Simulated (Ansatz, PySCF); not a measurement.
selenium hexafluoride (F6Se), SMILES F[Se](F)(F)(F)(F)F. Atoms are numbered in the order given.

```xyz
7

F      0.0000    -1.7169     0.0000
Se     0.0000     0.0000     0.0000
F      1.7169     0.0000     0.0000
F      0.0000     0.0000     1.7169
F     -1.7169     0.0000     0.0000
F      0.0000     0.0000    -1.7169
F      0.0000     1.7169     0.0000
```

Geometry: B3LYP-D3(BJ)/def2-SVP.

Two levels are set side by side: PBE-D3(BJ)/def2-SVP (Ansatz, a first-principles code) and B3LYP-D3(BJ)/def2-SVP (Ansatz). Each level has its own optimised geometry; the coordinates shown are those of the second. Frequencies come from the Hessian of PySCF at each geometry. Differences are taken from unrounded values.

```csv
quantity,B3LYP-D3(BJ),PBE-D3(BJ),PBE-D3(BJ) minus B3LYP-D3(BJ)
mean bond length (Å),1.717,1.735,0.018
bond F1–Se2 (Å),1.717,1.735,0.018
bond Se2–F3 (Å),1.717,1.735,0.018
bond Se2–F4 (Å),1.717,1.735,0.018
bond Se2–F5 (Å),1.717,1.735,0.018
bond Se2–F6 (Å),1.717,1.735,0.018
bond Se2–F7 (Å),1.717,1.735,0.018
highest harmonic wavenumber (cm⁻¹),778,744,-34
mean harmonic wavenumber (cm⁻¹),502,478,-24
zero-point energy (kcal/mol),10.76,10.24,-0.51
```

Exact exchange shortens and stiffens bonds; PBE has none. Differences between two approximate levels are no errors against the true value.
